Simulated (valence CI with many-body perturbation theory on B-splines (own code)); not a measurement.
# Level structure of Ir LVI

Computed by valence CI with perturbative core correlation (CI+MBPT): four valence electrons over a frozen Dirac-Fock core [Ar], a basis of 7 s, 7 p, 8 d, 6 f, 4 g, 1 h functions for each j, with the one-electron correlation potential Σ1 (screened to all orders), the two-electron term Σ2, the three-electron term Σ3, Breit, model QED; selected single and double excitations, second order for the rest, scaled by the run's own slope (own B-spline code, finite nucleus).

No measured spectrum was set against this ion. As an estimate, large intervals hold to a few tenths of a per cent, small ones and those within an open d or f shell to about a per cent. Excitations out of the core, of the other parity, are not computed and may begin above about 254 eV (a cautious bound); beyond it only levels of the ground parity were kept, without lifetimes. Only levels of the ground parity were solved; by the run's estimate the other parity begins above the list, which can be wrong where configurations are misplaced.

Levels 1 to 34 of 34, with energies above the lowest level, (3d3/2^4) J=0. "Leading %" is the weight of the configuration and term that name the level; weights of strongly mixed levels are sums over their largest components and can fall short. In the jj column 3d3/2^4 stands for four electrons in 3d with j = 3/2. Lifetimes count E1, E2, E3, M1 and M2 decay at the calculated energies, and are blank where another channel may lead or the interval is too uncertain; long ones can be off by a factor of two.

```tsv
No.	Configuration	Term	J	E (eV)	Leading %	Lifetime	g	Leading jj
1	3d4	3P	0	0.00	61			3d3/2^4 (99 %)
2	3d4	5D	1	78.78	56	163 ns	1.489	3d3/2^3 3d5/2 (99 %)
3	3d4	3F	4	91.13	28		1.055	3d3/2^3 3d5/2 (99 %)
4	3d4	5D	2	94.93	30	32.8 μs	1.184	3d3/2^3 3d5/2 (96 %)
5	3d4	3F	3	98.38	31		1.103	3d3/2^3 3d5/2 (97 %)
6	3d4	5D	0	166.66	67	69.2 ns		3d3/2^2 3d5/2^2 (99 %)
7	3d4	5D	2	166.89	56	95.6 ns	1.294	3d3/2^2 3d5/2^2 (97 %)
8	3d4	3H	4	169.53	40	160 ns	1.135	3d3/2^2 3d5/2^2 (99 %)
9	3d4	5D	3	171.75	49	164 ns	1.180	3d3/2^2 3d5/2^2 (96 %)
10	3d4	3H	5	175.31	66	334 ns	1.077	3d3/2^2 3d5/2^2 (100 %)
11	3d4	1I	6	178.18	54		1.063	3d3/2^2 3d5/2^2 (100 %)
12	3d4	3D	1	181.27	43	170 ns	1.052	3d3/2^2 3d5/2^2 (98 %)
13	3d4	3F	3	184.09	45	247 ns	1.053	3d3/2^2 3d5/2^2 (99 %)
14	3d4	3G	4	184.62	53	867 ns	1.026	3d3/2^2 3d5/2^2 (99 %)
15	3d4	3F	2	186.80	33	551 ns	1.071	3d3/2^2 3d5/2^2 (98 %)
16	3d4	3F	2	200.21	53	139 ns	0.962	3d3/2^2 3d5/2^2 (98 %)
17	3d4	3F	4	205.85	65	505 ns	1.173	3d3/2^2 3d5/2^2 (98 %)
18	3d4	1D	2	219.58	46	2.38 μs	1.110	3d3/2^2 3d5/2^2 (96 %)
19	3d4	3P	0	237.19	52	465 ns		3d3/2^2 3d5/2^2 (90 %)
20	3d4	5D	4	257.59	40		1.167	3d3/2 3d5/2^3 (98 %)
21	3d4	3F	3	259.10	41		1.202	3d3/2 3d5/2^3 (98 %)
22	3d4	3D	1	264.59	47		1.021	3d3/2 3d5/2^3 (98 %)
23	3d4	3G	5	265.34	66		1.131	3d3/2 3d5/2^3 (100 %)
24	3d4	3H	6	265.77	54		1.078	3d3/2 3d5/2^3 (100 %)
25	3d4	3F	2	274.28	46		1.055	3d3/2 3d5/2^3 (97 %)
26	3d4	3D	3	276.31	37		1.084	3d3/2 3d5/2^3 (99 %)
27	3d4	1S	0	284.42	73			3d3/2 3d5/2^3 (88 %)
28	3d4	3F	3	292.44	64		1.052	3d3/2 3d5/2^3 (100 %)
29	3d4	1G	4	292.84	63		1.045	3d3/2 3d5/2^3 (98 %)
30	3d4	3P	1	293.00	88		1.390	3d3/2 3d5/2^3 (99 %)
31	3d4	1D	2	297.16	59		1.107	3d3/2 3d5/2^3 (94 %)
32	3d4	3F	4	355.53	46		1.161	3d5/2^4 (99 %)
33	3d4	1D	2	366.30	31		1.115	3d5/2^4 (97 %)
34	3d4	3P	0	392.47	56			3d5/2^4 (95 %)
```

The ionisation energy to 3d3 4F_3/2 of the next ion comes out as 5466.7 eV (NIST: 5466 ± 5 eV (theoretical)). All 34 levels together are meant to be complete up to 254.05 eV.
